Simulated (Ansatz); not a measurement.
A structure relaxed at r2SCAN-D4/def2-SVP in Ansatz, charge 0, singlet:

```xyz
23

Ge   -0.035    0.214    0.367
C    -1.893   -0.422    0.490
C    -2.591   -0.582   -0.861
H    -2.449    0.288    1.129
H    -1.886   -1.381    1.039
H    -3.630   -0.937   -0.753
H    -2.629    0.372   -1.413
H    -2.067   -1.308   -1.506
C     1.054   -1.102   -0.613
C     2.529   -0.717   -0.733
H     0.610   -1.235   -1.615
H     0.949   -2.076   -0.101
H     3.112   -1.471   -1.289
H     2.657    0.244   -1.260
H     3.003   -0.608    0.257
C     0.693    0.457    2.171
H     1.719    0.857    2.134
H     0.716   -0.500    2.717
H     0.073    1.164    2.746
C     0.009    1.928   -0.585
H     1.028    2.346   -0.592
H    -0.654    2.660   -0.098
H    -0.318    1.811   -1.631
```

**Question.** Give its formula, name or SMILES.

**Answer.** GeEt2Me2 (C₆H₁₆Ge).

**Question.** Summarise the bond lengths by kind (pairs closer than 1.2 times the sum of covalent radii, bridged metal pairs left out).

**Answer.** 4 × C–Ge 1.96 to 1.97 Å; 2 × C–C 1.53 Å; 16 × C–H 1.10 to 1.11 Å.
